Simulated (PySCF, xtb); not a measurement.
B(F)(SeH)2 (BFH₂Se₂), SMILES FB([SeH])[SeH].

GFN2-xTB (xtb) at its own geometry gives an orbital gap of 3.93 eV and a dipole moment of 1.01 D.

Geometry optimised at B3LYP-D3(BJ)/def2-SVP. The structure was generated by enumeration, and PubChem lists no compound with its InChIKey, so it may never have been made. One conformer was computed; it need not be the lowest.

Task: What does B3LYP/def2-TZVP (PySCF) give? (An estimate is asked for; the answer gives what the named calculation found.)

Result: gap 6.16 eV (levels -7.00 and -0.85 eV), dipole 0.84 D.
